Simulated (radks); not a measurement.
Results of a calculation; reference values are marked as such.
Question: Ionisation of Sm, [Xe] 4f6 6s2, to Sm+, [Xe] 4f6 6s1, under several functionals. Non-relativistic Kohn-Sham, spin-unpolarised, spherical densities, point nucleus; a radial shooting solver on a logarithmic mesh with Libxc functionals. The NIST Atomic Spectra Database gives 5.644 eV (measured). Rank these functionals by the error of their Delta-SCF ionisation energy: BP86; MS2 meta-GGA; TPSS; exchange-only B88; exchange-only LDA; LDA (Slater exchange, Perdew-Zunger correlation).

Answer: From best to worst: MS2 meta-GGA 5.651 eV (+0.007); BP86 5.768 eV (+0.125); TPSS 5.504 eV (-0.140); LDA (Slater exchange, Perdew-Zunger correlation) 5.791 eV (+0.148); exchange-only B88 5.044 eV (-0.599); exchange-only LDA 4.966 eV (-0.678). Relativity is left out here, which matters for elements this heavy. Spin polarisation and multiplet splitting are left out, so open shells lie too high by an amount that depends on their filling.

Beside tabulated values, note that spin-unpolarised runs miss the spin-polarisation part of the exchange energy of open shells.
